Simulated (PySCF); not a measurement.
# Ionisation energy of Tb⁴²⁺ by level of theory

Tb⁴²⁺ [Ar] 3d5 (6S) → Tb⁴³⁺ [Ar] 3d4 (5D), as a difference of total energies. All numbers are calculated (PySCF 2.14, scalar relativity by spin-free X2C-1e, in an even-tempered Gaussian basis (18 s from 8 bohr⁻², ratio 2.5; 13 p from 10 bohr⁻², ratio 2.5; 8 d from 10 bohr⁻², ratio 2.5; 4 f from 41 bohr⁻², ratio 2.7; 3 g from 61 bohr⁻², ratio 2.7)). Correlated levels: outer shells: [Ne] frozen; virtual orbitals above 40 to 60 times the deepest correlated orbital energy dropped. The calculations carry no spin-orbit coupling.

```json
{"method": "UHF", "ionisation energy (eV)": "3335.6"}
{"method": "LDA", "ionisation energy (eV)": "3332.4"}
{"method": "PBE", "ionisation energy (eV)": "3331.9"}
{"method": "PBE0", "ionisation energy (eV)": "3333.3"}
{"method": "r2SCAN", "ionisation energy (eV)": "3333.9"}
{"method": "B97-3", "ionisation energy (eV)": "3333.7"}
{"method": "M06", "ionisation energy (eV)": "3334.2"}
{"method": "MP2 (outer shells)", "ionisation energy (eV)": "3335.9"}
{"method": "SCS-MP2 (outer shells)", "ionisation energy (eV)": "3335.4"}
```

Spin-orbit coupling is strong in these open shells (close to jj coupling). The scalar numbers leave it out and a first-order estimate fails, so it can dominate the gap to the real levels.

Breit and QED terms and the two-electron picture change are absent.

For comparison: 3300 ± 4 eV (theoretical estimate listed by NIST; NIST Atomic Spectra Database, ionization energies).
